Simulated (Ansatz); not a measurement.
An input meant for (ClBe-mu-F)2 (Be2Cl2F2) (charge 0, singlet; scaled by 0.96).

```yaml
crystal:
  periodic: [false, false, false]
  atoms:
    - {symbol: Be, position_ang: [0.694501, 0.416710, -0.722922]}
    - {symbol: Cl, position_ang: [1.818510, 1.095389, -1.893114]}
    - {symbol: F, position_ang: [-0.731247, -0.120060, -0.771800]}
    - {symbol: Be, position_ang: [-0.693996, -0.417933, 0.722706]}
    - {symbol: Cl, position_ang: [-1.820066, -1.091524, 1.893853]}
    - {symbol: F, position_ang: [0.732298, 0.117408, 0.771277]}
basis:
  gaussian: {orbitals: cc-pVTZ-DK, fitting: {mean_field: cc-pVTZ-jkfit}}
hamiltonian: {xc: {name: wB97M-V}, dispersion: d2}
scf: {omitted_lower_state_checks: [starts]}
output: {forces: true}
```

```sh
$ ansatz run in.yaml --threads 4 --pin off --events-out ev --progress --plain --max-ram 3916MiB
```

It prints (some lines left out):

```
Error: YAML parse error: error: line 12 column 48: hamiltonian.dispersion: `d2` is not `none`, `rvv10`, `d3bj`, `d3bjatm`, `d4` or a map `{method: …, s8: …, a1: …, a2_bohr: …}` (numbers without units, a2 in bohr) or `{method: …, functional: …}`
  --> <input>:12:48
   |
10 | basis:
11 |   gaussian: {orbitals: cc-pVTZ-DK, fitting: {mean_field: cc-pVTZ-jkfit}}
12 | hamiltonian: {xc: {name: wB97M-V}, dispersion: d2}
   |                                                ^ hamiltonian.dispersion: `d2` is not `none`, `rvv10`, `d3bj`, `d3bjatm`, `d4` or a map `{method: …, s8: …, a1: …, a2_bohr: …}` (numbers without units, a2 in bohr) or `{method: …, functional: …}`
13 | scf: {omitted_lower_state_checks: [starts]}
14 | output: {forces: true}
   |
```

(1) What is wrong with this run?

Answers

(1) The program holds no damping parameters for this pairing of functional and dispersion term, so they'd have to be typed. The input was rejected before any iteration.
